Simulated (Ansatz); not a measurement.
System: 1-methylcyclopenta-1,3-diene, C$_{6}$H$_{8}$, net charge 0, singlet state. 
Geometry from a B3LYP-D3(BJ)/def2-TZVP (Ansatz, a first-principles code) optimisation:
SMILES: CC1=CC=CC1
```xyz
14

C      2.1773    -0.0375     0.0303
C      0.6888    -0.0542    -0.0370
C     -0.1033    -0.7733    -0.8541
C     -1.5091    -0.4754    -0.5727
C     -1.5839     0.4277     0.4184
C     -0.1915     0.7831     0.8552
H      2.6126    -0.7170    -0.7030
H      2.5365    -0.3347     1.0205
H      2.5753     0.9641    -0.1600
H      0.2380    -1.4692    -1.6086
H     -2.3453    -0.9224    -1.0919
H     -2.4805     0.8464     0.8497
H     -0.0223     0.5573     1.9149
H      0.0164     1.8533     0.7369
```

Wanted: vertical ionisation energy (to the doublet state of charge +1; each state is the SCF solution reached for its spin; for the singlet the Hartree-Fock reference is unstable and T1 is 0.011), in eV. Correlated levels leave the core frozen unless marked. UHF or UKS for open shells. Spin-orbit coupling is left out. No relativistic terms. CBS(X,Y): correlation extrapolated as X^-3; Hartree-Fock from the larger set. [CCSD(T)-MP2]/basis is that difference in the basis named.

```
level                                                          program  vertical ionisation energy (eV)
-------------------------------------------------------------  -------  -------------------------------
PBE/def2-TZVPD                                                  Ansatz                       (withheld)
B3LYP/def2-TZVPD                                                Ansatz                       (withheld)
CCSD/aug-cc-pVTZ                                                Ansatz                             8.20
RI-MP2/CBS(aug-cc-pVTZ,aug-cc-pVQZ)+[CCSD(T)-MP2]/aug-cc-pVTZ   Ansatz                             8.40
```

Q: What belongs in the gaps?

A: 
- PBE/def2-TZVPD, vertical ionisation energy (eV): 7.99
- B3LYP/def2-TZVPD, vertical ionisation energy (eV): 8.01
